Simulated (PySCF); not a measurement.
## `C=CC1=CCO[C@H]1OC`, C₇H₁₀O₂

Cartesian coordinates in Å; atom numbers follow the order of the lines, from 1:
```xyz
19

C    -1.9285   -1.6156    0.9898
C    -1.9687   -0.3018    0.7974
C    -0.9539    0.4588    0.1121
C    -0.8877    1.7810   -0.0563
C     0.3372    2.1384   -0.8306
O     0.8744    0.8949   -1.2571
C     0.2812   -0.1506   -0.5206
O     1.1141   -0.6275    0.5022
C     2.2891   -1.2482    0.0304
H    -1.0997   -2.2106    0.6488
H    -2.7152   -2.1332    1.5108
H    -2.8034    0.2815    1.1646
H    -1.5794    2.5224    0.2972
H     0.1244    2.7403   -1.7209
H     1.0632    2.6808   -0.2068
H     0.0629   -0.9671   -1.2333
H     2.8788   -0.5575   -0.5787
H     2.0487   -2.1348   -0.5694
H     2.8527   -1.5420    0.9130
```

Computed with PySCF 2.14.0, GIAO BHandHLYP/pcSseg-1 magnetisability, rotational g tensor and spin-rotation constants, non-relativistic, gas phase. Geometry: GFN2-xTB.

Q: Give the nuclear spin-rotation constants along the inertial axes (H = +C I·J) beside the isotropic shieldings.

A: Rotational constants 2.0373, 1.7082, 1.0054 GHz. A star marks the isotopologue with that one atom substituted, in its own axes.
```csv
atom,isotope,Caa (kHz),Cbb (kHz),Ccc (kHz),mean (kHz),σ (ppm)
H10,1H,-0.041,-0.007,-0.102,-0.050,26.4
H11,1H,0.172,-0.163,-0.115,-0.036,26.4
H12,1H,0.006,-0.023,-0.095,-0.037,25.2
H13,1H,-0.098,0.033,-0.096,-0.054,25.9
H14,1H,-0.154,-0.022,-0.050,-0.075,27.1
H15,1H,-0.092,-0.179,0.015,-0.085,27.0
H16,1H,-0.196,-0.114,0.042,-0.089,26.3
H17,1H,0.031,-0.110,-0.099,-0.059,27.9
H18,1H,-0.210,-0.113,0.006,-0.106,28.7
H19,1H,-0.218,-0.064,-0.011,-0.098,28.2
C1,13C*,0.946,0.519,0.147,0.537,60.6
C2,13C*,0.991,0.554,0.160,0.569,49.0
C3,13C*,0.999,0.565,0.210,0.591,37.1
C4,13C*,0.900,0.571,0.197,0.556,48.5
C5,13C*,0.481,0.342,0.251,0.358,110.2
O6,17O*,-0.144,-0.227,-0.131,-0.167,261.1
C7,13C*,0.557,0.462,0.299,0.440,76.5
O8,17O*,-0.232,-0.212,-0.086,-0.176,265.8
C9,13C*,0.361,0.335,0.217,0.305,131.1
```
For the geometry as given, no vibrational averaging.
